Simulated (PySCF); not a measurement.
Sn(OH)(NH2)3 (H₇N₃OSn), SMILES [NH2][Sn]([NH2])([NH2])[OH].

Geometry: PBE0-D3(BJ)/def2-SVP. The structure was generated by enumeration; whether it is a known compound was not checked. The def2 effective core potentials stand for the cores of Sn; spin–orbit coupling is left out. One conformer was computed; it need not be the lowest.

These are PySCF 2.14.0 with TDA-PBE/def2-SVPD values and carry that method's errors.

Vertical excitations. Gas-phase values at a fixed geometry.

```csv
state,energy (eV),λ (nm),f,main pairs
S1,4.57,271,0.027,"HOMO−1→LUMO 59 %, HOMO→LUMO 39 %"
S2,4.64,267,0.048,"HOMO→LUMO 57 %, HOMO−1→LUMO 39 %"
S3,4.86,255,0.061,HOMO−2→LUMO 95 %
S4,5.37,231,0.045,HOMO−3→LUMO 97 %
S5,6.27,198,0.007,HOMO→LUMO+1 91 %
S6,6.36,195,0.025,HOMO−4→LUMO 75 %
S7,6.39,194,0.004,"HOMO−1→LUMO+2 28 %, HOMO→LUMO+2 25 %, HOMO−1→LUMO+1 23 %, HOMO→LUMO+3 14 %"
S8,6.46,192,0.008,"HOMO−1→LUMO+3 34 %, HOMO−1→LUMO+1 34 %, HOMO−2→LUMO+1 10 %, HOMO→LUMO+2 7 %"
S9,6.51,190,0.031,HOMO→LUMO+3 79 %
S10,6.54,190,0.015,"HOMO→LUMO+2 31 %, HOMO−1→LUMO+3 24 %, HOMO−1→LUMO+2 22 %, HOMO−2→LUMO+1 7 %"
T1,4.17,297,0,HOMO→LUMO 98 %
T2,4.29,289,0,HOMO−1→LUMO 98 %
T3,4.45,279,0,HOMO−2→LUMO 99 %
T4,5.07,245,0,HOMO−3→LUMO 99 %
```
Triplets are in the Tamm–Dancoff approximation.
